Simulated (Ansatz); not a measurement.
Stepwise reaction of `O[SiH2][Si](O)(F)F` with hydrogen, as a gas-phase model of exchange steps in deposition or etching. ΔE in kJ/mol.

Program: Ansatz. Geometries: PBE0-D4/def2-TZVP. ΔE: electronic, gas phase. CCSD(T)/CBS is the MP2 limit (def2-TZVPP, def2-QZVPP) plus CCSD(T) − MP2 in def2-TZVPP, frozen cores. This one scheme is used for every species. DFT in def2-TZVPP. B3LYP here is the variant with VWN-RPA as its local correlation; programs differ in this. Each species was taken in one conformer, which may not be the lowest.

```csv
step,reaction,PBE-D4,B3LYP-D4,ωB97M-V,CCSD(T)/CBS
2,`O[SiH2][SiH](O)F` + H₂ → `O[SiH2][SiH2]O` + H–F,126.9,135.4,135.0,131.0
```

Question: Give the row of step 1, `O[SiH2][Si](O)(F)F` + H₂ → `O[SiH2][SiH](O)F` + H–F. (Estimate.)

Answer: Ansatz gave: 
```json
{"step": "1", "reaction": "`O[SiH2][Si](O)(F)F` + H₂ → `O[SiH2][SiH](O)F` + H–F", "PBE-D4": "134.2", "B3LYP-D4": "143.8", "ωB97M-V": "143.0", "CCSD(T)/CBS": "139.5"}
```

Question: By hand: ΔE of the 2 steps together at CCSD(T)/CBS.

Answer: (139.5) + (131.0) = 270.5 kJ/mol, or 135.2 kJ/mol a step.

In ΔE each step is lower than the one before. All are uphill at CCSD(T)/CBS. PBE-D4 differs from CCSD(T)/CBS by -5.3 to -4.1 kJ/mol a step. Isolated molecules leave out the surface, adducts and barriers. Largest T1 diagnostic: 0.012.
